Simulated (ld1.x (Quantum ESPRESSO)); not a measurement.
**u(r) = r·R(r): atom against pseudo-atom (Zr)**

Columns: radius, all-electron u(r) and pseudo u(r) of the 5s shell (level -4.58 eV) of zirconium in the configuration [Kr] 4d2 5s2 5p0; BP86, scalar-relativistic, TM scheme, ld1.x (Quantum ESPRESSO) 7.5.

| r (bohr) | all-electron | pseudo |
| --- | --- | --- |
| 0.160 | -0.0557 | 0.0403 |
| 0.320 | 0.1653 | 0.0773 |
| 0.480 | 0.0673 | 0.1083 |
| 0.640 | -0.1230 | 0.1315 |
| 0.800 | -0.2459 | 0.1469 |
| 0.960 | -0.2731 | 0.1565 |
| 1.120 | -0.2252 | 0.1641 |
| 1.280 | -0.1322 | 0.1740 |
| 1.440 | -0.0193 | 0.1908 |
| 1.600 | 0.0963 | 0.2188 |
| 1.760 | 0.2043 | 0.2610 |
| 1.920 | 0.2994 | 0.3175 |
| 2.080 | 0.3795 | 0.3824 |
| 2.240 | 0.4444 | 0.4445 |
| 2.400 | 0.4951 | 0.4951 |
| 2.560 | 0.5328 | 0.5328 |
| 2.720 | 0.5591 | 0.5591 |
| 2.880 | 0.5755 | 0.5755 |
| 3.040 | 0.5834 | 0.5834 |
| 3.200 | 0.5841 | 0.5841 |
| 3.360 | 0.5789 | 0.5789 |
| 3.520 | 0.5689 | 0.5689 |
| 3.680 | 0.5549 | 0.5549 |
| 3.840 | 0.5380 | 0.5380 |
| 4.000 | 0.5187 | 0.5187 |
| 4.160 | 0.4976 | 0.4976 |

Task: How many radial nodes do the two functions have?

Result: The all-electron 5s function has n − l − 1 = 4 (the table is too coarse to show those close to the nucleus); the pseudo-wave has 0, since the states of the same l below it are removed with the core.

Task: At about which radius was the pseudo-wave matched?

Result: 2.35 bohr, where the columns begin to agree (steps of 0.16 bohr).

Task: Is the pseudo-wave norm-conserving?

Result: Yes: the TM scheme keeps the norm inside the radius equal to the all-electron one, which fixes the energy derivative of the logarithmic derivative at the level.
